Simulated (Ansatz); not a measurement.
Relaxation of a periodic cell of 17 atoms, Si16O (host Si, host structure diamond, interstitial O), to a largest force component of 0.08 eV/Å in at most 25 steps.

Computed with Ansatz, DFT PBEsol, scalar-relativistic, plane waves, PAW. Settings: accuracy low, PAW set soft_1, cutoff 420 eV, k mesh 2x2x2, fermi-dirac smearing 0.05 eV, spin collinear.

```xyz
17
Lattice="0.0000 5.4300 5.4300 5.4300 0.0000 5.4300 5.4300 5.4300 0.0000" Properties=species:S:1:pos:R:3:forces:R:3
Si 0.000 0.000 0.000 0.10 -0.03 0.00
Si 1.357 1.357 1.357 0.11 -0.12 -0.12
Si 2.715 2.715 0.000 -0.01 -0.04 -0.01
Si 4.072 4.072 1.357 -0.36 0.33 -0.38
Si 2.715 0.000 2.715 -0.02 -0.03 -0.07
Si 4.072 1.357 4.072 -0.41 -0.47 0.38
Si 5.430 2.715 2.715 0.01 0.04 0.02
Si 6.787 4.072 4.072 0.27 0.27 0.27
Si 0.000 2.715 2.715 0.00 0.00 0.00
Si 1.357 4.072 4.072 0.11 0.11 0.11
Si 2.715 5.430 2.715 0.01 -0.04 0.12
Si 4.072 6.787 4.072 -0.12 -0.12 0.11
Si 2.715 2.715 5.430 0.00 0.13 -0.02
Si 4.072 4.072 6.787 -0.12 0.11 -0.12
Si 5.430 5.430 5.430 -0.10 -0.04 -0.04
Si 6.787 6.787 6.787 0.45 -0.53 -0.49
O 8.154 5.518 5.479 0.05 0.44 0.24
```

Where does it end, and by what steps?

The forces met the threshold. The threshold is loose, so the end isn't yet a minimum. Limits of this set-up: coarse k mesh, PAW files made for another functional, low accuracy level. After 12 steps the energy has fallen by 3.440 eV; O17 moved furthest, 1.34 Å. Joined: Si13–O17.

| step | energy less start (eV) | largest force component (eV/Å) | accepted |
| --- | --- | --- | --- |
| 0 | 0.0000 | 0.532 | yes |
| 1 | -0.1272 | 0.965 | yes |
| 2 | -0.3264 | 1.284 | yes |
| 3 | -0.6084 | 1.348 | yes |
| 4 | -0.9020 | 1.225 | yes |
| 5 | -1.1987 | 1.219 | yes |
| 6 | -1.5107 | 1.352 | yes |
| 7 | -1.8782 | 0.936 | yes |
| 8 | -2.3880 | 1.780 | yes |
| 9 | -3.1433 | 0.911 | yes |
| 10 | -3.3481 | 0.920 | yes |
| 11 | -3.4367 | 0.084 | yes |
| 12 | -3.4405 | 0.049 | yes |

```xyz
17
Lattice="0.0000 5.4300 5.4300 5.4300 0.0000 5.4300 5.4300 5.4300 0.0000" Properties=species:S:1:pos:R:3
Si -0.058 -0.023 -0.058
Si 1.319 1.311 1.303
Si 2.689 2.685 -0.019
Si 4.028 4.063 1.334
Si 2.754 0.039 2.659
Si 4.314 1.405 3.784
Si 5.652 2.816 2.491
Si 6.850 4.115 4.048
Si -0.120 2.568 2.669
Si 1.182 3.775 4.216
Si 2.600 5.110 2.928
Si 3.958 6.668 4.065
Si 2.982 2.693 5.200
Si 4.049 4.043 6.753
Si 5.385 5.376 5.405
Si 6.747 6.447 6.946
O 8.122 6.727 6.055
```

The run took 3.6 min on 1 thread of Arm Neoverse V2, with other jobs on the host, peak memory 0.67 GiB.
